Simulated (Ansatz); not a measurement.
`[F][Ga]([F])[F]` + HBr → `[F][Ga]([F])[Br]` + H–F at 500 K and 1 bar (ligand exchange at a Ga–F bond).

Program: Ansatz. Geometries: PBE0-D4/def2-TZVP. ΔE: electronic, gas phase. CCSD(T)/CBS is the MP2 limit (def2-TZVPP, def2-QZVPP) plus CCSD(T) − MP2 in def2-TZVPP, frozen cores. This one scheme is used for every species. For Br, Ga outer-core shells are correlated without core-valence functions, which leaves a few kJ/mol of doubt a bond. Scalar relativity is left out up to krypton.

| species | CCSD(T)/CBS energy (Eh) | H − E (kJ/mol) | S (J/(mol·K)) |
| --- | --- | --- | --- |
| `[F][Ga]([F])[F]` | -2223.43412 | 46.1 | 329.3 |
| HBr | -2573.91920 | 30.5 | 213.7 |
| `[F][Ga]([F])[Br]` | -4696.97905 | 44.9 | 362.7 |
| H–F | -100.39570 | 39.4 | 188.7 |

H − E and S are ideal-gas, rigid-rotor, harmonic terms from PBE0-D4/def2-TZVP. 1 Eh = 2625.50 kJ/mol, R = 8.31446 J/(mol·K).

**Question.** By hand: ΔE, ΔH, ΔS and ΔG.

**Answer.** ΔE = (-4696.97905) + (-100.39570) − (-2223.43412) − (-2573.91920) = -0.02143 Eh = -56.3 kJ/mol. Δ(H − E) = 44.9 + 39.4 − 46.1 − 30.5 = 7.7, so ΔH = -48.6 kJ/mol. ΔS = 362.7 + 188.7 − 329.3 − 213.7 = 8.4 J/(mol·K). ΔG = -48.6 − 500 × (8.4)/1000 = -52.8 kJ/mol.

**Question.** By hand: the equilibrium constant, and the temperature at which ΔG would vanish if ΔH and ΔS stayed fixed.

**Answer.** log₁₀ K = −ΔG/(RT ln 10) = 5.5. ΔH and −TΔS have one sign here, so there is no such temperature.

The number of gas molecules stays the same, so ΔS is small and ΔH decides. A doubt of 5 kJ/mol in ΔE shifts log₁₀ K by 0.5 here. These are equilibria of isolated gas molecules and say nothing of rates. Largest T1 diagnostic: 0.015 (customary marks: 0.02 for closed shells, 0.045 for open ones).
